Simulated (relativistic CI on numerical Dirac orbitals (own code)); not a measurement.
## Slater and spin-orbit integrals, Hf70+

Method of calculation: Dirac-Coulomb-Breit CI, KLI orbitals optimised for each configuration, model QED, unscaled Slater integrals (own radial code, finite nucleus).

Slater integrals F^k, G^k are unscaled and averaged over j, outside the closed core (none); ζ comes from projecting the Hamiltonian with its Breit term on Σ l·s of the shell.

- 1s.2s: G^0(1s,2s) = 459890 cm⁻¹; <r>(1s) = 0.01879, <r^2>(1s) = 0.0004842, <r>(2s) = 0.07521, <r^2>(2s) = 0.006716 (bohr units).
- 1s.2p: G^1(1s,2p) = 761210, ζ(2p) = 7.524e+06 cm⁻¹; <r>(1s) = 0.01879, <r^2>(1s) = 0.0004842, <r>(2p) = 0.06603, <r^2>(2p) = 0.005306 (bohr units).
- 1s.3s: G^0(1s,3s) = 119170 cm⁻¹; <r>(1s) = 0.01878, <r^2>(1s) = 0.0004834, <r>(3s) = 0.1743, <r^2>(3s) = 0.03477 (bohr units).

Averages of the first 10 configurations, taken without configuration mixing, which lowers the lowest level and can move excited configurations by several eV; other configurations of the list can lie among them:

```
Configuration  Parity  States  Average energy above the lowest level (eV)
          1s2    even       1                                         0.4
        1s.2s    even       4                                     55614.7
        1s.2p     odd      12                                     56632.7
        1s.3s    even       4                                     66318.9
        1s.3p     odd      12                                     66619.6
        1s.3d    even      20                                     66836.1
        1s.4s    even       4                                     69995.9
        1s.4p     odd      12                                     70121.6
        1s.4d    even      20                                     70212.7
        1s.4f     odd      28                                     70247.0
```
